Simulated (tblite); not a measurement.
Species: C₈H₆S₂Si.
Atom-mapped SMILES: `[CH:1]#[C:2][c:3]1[cH:4][s:5][c:6]2[cH:7][c:8]([SiH3:9])[s:10][c:11]12` (hydrogens: H12 on C1; H13 on C4; H14 on C7; H15, H16, H17 on Si9)

Method: GFN2-xTB as coded in tblite; computed harmonic values from a numerical Hessian at the method's own geometry, unscaled. Errors from tens to a few hundred cm⁻¹ against measured bands are possible. Modes of hydrogen on silicon can be 10 to 20 % off.

Harmonic wavenumbers (cm⁻¹): 56.3, 71.6, 85.4, 119.0, 147.6, 200.1, 242.0, 309.6, 336.3, 348.4, 422.6, 425.2, 478.4, 504.0, 516.2, 535.3, 561.8, 590.6, 612.6, 663.5, 666.2, 680.5, 731.0, 758.4, 779.9, 786.9, 812.1, 845.3, 861.7, 995.6, 1065.9, 1126.3, 1133.8, 1327.3, 1364.1, 1428.1, 1490.9, 1511.3, 2259.0, 2261.7, 2266.7, 2279.2, 3133.6, 3159.9, 3401.1.

A = 1271, B = 523.0, C = 372.1 MHz; mass 193.968 u (most abundant isotopes); point group Cs, symmetry number 1.

Q: Zero-point energy?

A: Half the sum of the wavenumbers: 22176 cm⁻¹ = 265.29 kJ/mol.

Q: Entropy at 298.15 K, 1 bar (ideal gas, RRHO, classical rotation)?

A: Translation 174.55, rotation 131.97, vibration 144.67: S = 451.2 J/(mol K).

Q: And Cp and H(298.15 K) − H(0)?

A: Cp = 192.77 J/(mol K), of which vibrations give 159.51 (their classical limit is 45 R = 374.2); H(298.15 K) − H(0) = 33.44 kJ/mol without the zero-point energy, 23.52 from vibrations.

Q: How do the functions run with temperature in this model?

A: 
```json
{"T (K)": "150", "S (J/(mol K))": "348.5", "Cp (J/(mol K))": "112.2", "H − H(0) (kJ/mol)": "10.60", "G − H(0) (kJ/mol)": "-41.67", "ln q(vib)": "3.29"}
{"T (K)": "250", "S (J/(mol K))": "419.3", "Cp (J/(mol K))": "169.1", "H − H(0) (kJ/mol)": "24.72", "G − H(0) (kJ/mol)": "-80.12", "ln q(vib)": "6.38"}
{"T (K)": "400", "S (J/(mol K))": "513.8", "Cp (J/(mol K))": "233.3", "H − H(0) (kJ/mol)": "55.24", "G − H(0) (kJ/mol)": "-150.28", "ln q(vib)": "11.14"}
{"T (K)": "600", "S (J/(mol K))": "619.2", "Cp (J/(mol K))": "285.5", "H − H(0) (kJ/mol)": "107.59", "G − H(0) (kJ/mol)": "-263.94", "ln q(vib)": "17.24"}
{"T (K)": "900", "S (J/(mol K))": "744.2", "Cp (J/(mol K))": "329.6", "H − H(0) (kJ/mol)": "200.53", "G − H(0) (kJ/mol)": "-469.27", "ln q(vib)": "25.43"}
```

q(vib) and H(0) count from the zero-point level.

Q: What must be added to the electronic energy to get the Gibbs energy at 298.15 K and 1 bar?

A: ZPE + [H(298.15 K) − H(0)] − T·S = 265.29 + 33.44 − 134.52 = 164.21 kJ/mol.

Q: Which modes carry the vibrational entropy at 298.15 K?

A: 56.3 cm⁻¹: 19.17; 71.6 cm⁻¹: 17.19; 85.4 cm⁻¹: 15.74; 119.0 cm⁻¹: 13.04; 147.6 cm⁻¹: 11.31; 200.1 cm⁻¹: 8.92 J/(mol K); the other 39 give 59.29 together.

Q: Blend soft modes into free rotors: weight 1/[1 + (100 cm⁻¹/ν̃)⁴] for the oscillator and the rest for a rotor with moment μB/(μ + B), μ = h/(8π²ν), B = 10⁻⁴⁴ kg m². What vibrational entropy results?

A: 134.50 J/(mol K) in place of 144.67, which changes −T·S at 298.15 K by +3.03 kJ/mol.

Hindered rotation and anharmonicity are outside this model.
